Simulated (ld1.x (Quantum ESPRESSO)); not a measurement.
Configuration tests for Ga (ultrasoft)

Ga, ultrasoft, made with ld1.x (Quantum ESPRESSO) 7.5 (PBE, scalar-relativistic). Core [Ar] 3d10, reference 4s2 4p0 (charge +1). Waves: 4s (bound): rcut 1.90, rcutus 2.10 bohr; 4s channel at -0.7 Ry: rcut 1.90, rcutus 2.10 bohr; 4p (bound, empty): rcut 1.35, rcutus 1.80 bohr; 4p channel at -0.15 Ry: rcut 1.35, rcutus 1.80 bohr. Local part: all-electron potential smoothed inside 1.35 bohr (lloc = -1). Core correction: none. Augmentation charge: built from norm-conserving waves at rcut, not smoothed further.

Energies are relative to the spin-unpolarised reference configuration 4s2 4p0; without spin polarisation the order of configurations can differ from experiment. Not all tests gave a result: 1 of 7 tests not solved or not reliable. Left out of the table: 4s1 4p0 (pseudo-atom not self-consistent, printed error +67 meV).

**Question.** Give the all-electron excitation energy and the error of the potential for: 4s2 4p1; 4s2 4p0.5; 4s1 4p1; 4s1 4p2; 4s2 4p1.3; 4s0 4p3.

**Answer.**

| valence configuration | charge | ΔE all-electron (eV) | error AE − PS (meV) |
| --- | --- | --- | --- |
| 4s2 4p1 | 0 | -5.688 | +369 |
| 4s2 4p0.5 | +0.5 | -3.658 | +345 |
| 4s1 4p1 | +1 | 7.372 | +377 |
| 4s1 4p2 | 0 | 0.850 | +443 |
| 4s2 4p1.3 | -0.3 | -6.222 | +380 |
| 4s0 4p3 | 0 | 7.683 | +515 |

Levels in the configuration 4s2 4p0.5:

```
level  all-electron (eV)  pseudo (eV)
   4s            -12.427      -12.395
   4p             -5.622       -5.663
```
